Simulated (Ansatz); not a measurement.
Basis-set extrapolation for CHBS$_{2}$ (`S=C1BS1`) (PBE0-D4/def2-TZVP geometry, frozen core, Ansatz). Multiplicity 1, RHF reference.

```tsv
	def2-TZVPP	def2-QZVPP
HF	-858.196951	-858.221427
MP2 correlation	-0.592851	-0.638394
CCSD(T) correlation	-0.657715	not run
```

Energies in hartree. Use E(X) = E(∞) + A·exp(−7.88·√X) for Hartree–Fock and E(X) = E(∞) + B·X^(−2.97) for correlation, with X = 3 and 4, and add CCSD(T) minus MP2 of the smaller set to the MP2 limit.

**Question.** What is the CCSD(T) energy at the basis-set limit?

**Answer.** HF limit: -858.221427 + (-0.024476) × 0.13774 = -858.22480. MP2 limit: -0.638394 + (-0.045543) × 0.74074 = -0.67213. Higher-order term: -0.657715 − (-0.592851) = -0.06486. Total: -858.96179 hartree, 2.91 eV below CCSD(T)/def2-TZVPP.
